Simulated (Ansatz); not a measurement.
Species: SiH, charge 0, doublet. SiH (SMILES [SiH], doublet).
B3LYP-D3(BJ)/def2-TZVP minimum from Ansatz (a quantum-chemistry and plane-wave program):
```
Si
H 1 1.5295
```
Charge 0, spin multiplicity 2.

Total energies in hartree (Ansatz). Radicals and triplets start from unrestricted determinants; spin-orbit coupling is neglected. Cores are frozen in correlated methods. No relativity. For partners of very few electrons the exact lower level stands in for a higher one. The determinant of HSi ([SiH], doublet) is a saddle point of the SCF energy; a lower one exists, which strains HF and MP2.

```csv
species,HF/cc-pV(T+d)Z,CCSD(T)/cc-pV(T+d)Z,HF/cc-pV(Q+d)Z,CCSD(T)/cc-pV(Q+d)Z,CCSD(T)/cc-pV(5+d)Z,CCSDT(Q)/cc-pV(5+d)Z
"1: SiH (SMILES [SiH], doublet)",-289.43970,-289.54747,-289.44219,-289.55421,-289.55607,-289.55691
2: Si (triplet),-288.85649,-288.93344,-288.85845,-288.93781,-288.93909,-288.93984
3: H (doublet),-0.49981,-0.49981,-0.49995,-0.49995,-0.49999,-0.49999
```

Task: Work out the atomisation energy (electronic, to ground-state atoms) in kcal/mol: take Hartree-Fock from cc-pV(Q+d)Z, extrapolate the CCSD(T) correlation energy as X^-3 (X = 3, 4), and add CCSDT(Q) - CCSD(T) in cc-pV(5+d)Z. 1 hartree = 627.51 kcal/mol.

Result: 
Species 1: correlation (64·(-0.11202) - 27·(-0.10777))/37 = -0.11512; step -0.00084; E1 = -289.44219 + (-0.11512) + (-0.00084) = -289.55815
Species 2: correlation (64·(-0.07936) - 27·(-0.07695))/37 = -0.08112; step -0.00075; E2 = -288.85845 + (-0.08112) + (-0.00075) = -288.94032
Species 3: correlation (64·(0.00000) - 27·(0.00000))/37 = 0.00000; step +0.00000; E3 = -0.49995 + (0.00000) + (+0.00000) = -0.49995
-1·E1 +1·E2 +1·E3 = 0.11788 hartree = 74.0 kcal/mol.
